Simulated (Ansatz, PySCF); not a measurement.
F6Si2, triplet, at the geometry of the source list (a higher spin typed on purpose: for a closed-shell molecule this is an excited state) (in this run its highest filled SCF level lies above zero, so its values depend strongly on the basis, on diffuse functions most of all). Base run: PySCF with BLYP/STO-3G.

Geometry (Å):
```xyz
8

F      1.9046    -0.2770    -1.2362
Si     1.1156    -0.0647     0.1195
F      1.7781     1.2233     0.7580
F      1.6038    -1.2528     1.0444
Si    -1.1156     0.0647    -0.1195
F     -1.6038     1.2528    -1.0444
F     -1.7781    -1.2233    -0.7580
F     -1.9046     0.2770     1.2362
```
Charge 0, spin multiplicity 3.
Orbitals are unrestricted.
All else is at PySCF's defaults.

The same geometry, method and basis name were run in Ansatz (a quantum-chemistry and plane-wave program) and PySCF, at each program's defaults and at the settings that a row names. The base is PySCF at its defaults. Differences at the defaults can come from grids, fitting, cores and function types together.

```json
[
 {"code and settings": "PySCF, defaults (exact integrals, its default grid, spherical functions)", "ΔE vs base (mEh)": "0.000", "basis functions": "48", "E (Eh)": "-1162.23435", "SCF cycles": "10"},
 {"code and settings": "Ansatz, defaults (factorised integrals, its default grid, spherical functions)", "ΔE vs base (mEh)": "0.025", "basis functions": "48", "E (Eh)": "-1162.23432", "SCF cycles": "-"},
 {"code and settings": "PySCF, density fitting with def2-universal-jkfit", "ΔE vs base (mEh)": "-3.989", "basis functions": "48", "E (Eh)": "-1162.23834", "SCF cycles": "10"},
 {"code and settings": "PySCF, fine grid", "ΔE vs base (mEh)": "0.031", "basis functions": "48", "E (Eh)": "-1162.23432", "SCF cycles": "10"},
 {"code and settings": "Ansatz, high accuracy", "ΔE vs base (mEh)": "0.032", "basis functions": "48", "E (Eh)": "-1162.23432", "SCF cycles": "-"}
]
```

Open shells are given as the SCF converged; they aren't shown to be the lowest states, and a large step between rows can be another state.
